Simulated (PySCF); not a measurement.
Bonds: Si1-C2, Si1-C6, Si1-Si10, Si1-Si23, Si10-C11, Si10-C12, Si10-C13, Si23-C24, Si23-C25, Si23-C26. C2 carries H3, H4, H5; C6 carries H7, H8, H9; C11 carries H14, H15, H16; C12 carries H17, H18, H19; C13 carries H20, H21, H22; C24 carries H27, H28, H29; C25 carries H30, H31, H32; C26 carries H33, H34, H35.

Geometry: PBE0-D3(BJ)/def2-SVP; GIAO shifts from PySCF 2.14, gas phase, non-relativistic, averaged over equivalent atoms.

At wB97X-D/pcSseg-1 (328 basis functions):
```tsv
atoms	δ (ppm)
Si10/Si23	-17.2
Si1	-51.0
C11/C12/C13/C24/C25/C26	-1.3
C2/C6	-7.0
H14/H15/H16/H17/H18/H19/H20/H21/H22/H27/H28/H29/H30/H31/H32/H33/H34/H35	0.08
H3/H4/H5/H7/H8/H9	0.05
```

References, each an isolated molecule treated in the same way: ²⁹Si (352.93 ppm), ¹³C (184.54 ppm), ¹H (31.38 ppm) vs TMS.

Question: Estimate the result of repeating the calculation with PBE0/pcSseg-1.

Answer: 
| atoms | δ at PBE0/pcSseg-1 | change |
| --- | --- | --- |
| Si10/Si23 | -17.2 | +0.0 |
| Si1 | -52.1 | -1.1 |
| C11/C12/C13/C24/C25/C26 | -1.2 | +0.1 |
| C2/C6 | -6.9 | +0.1 |
| H14/H15/H16/H17/H18/H19/H20/H21/H22/H27/H28/H29/H30/H31/H32/H33/H34/H35 | 0.09 | +0.01 |
| H3/H4/H5/H7/H8/H9 | 0.08 | +0.03 |

Shifts are taken against calculated references (same method and geometry level): ²⁹Si (351.99 ppm) and ¹³C (184.41 ppm) and ¹H (31.27 ppm) against TMS.

The largest change is at Si1 (silicon bonded to 2 C, 2 Si). Cost: 328 basis functions.
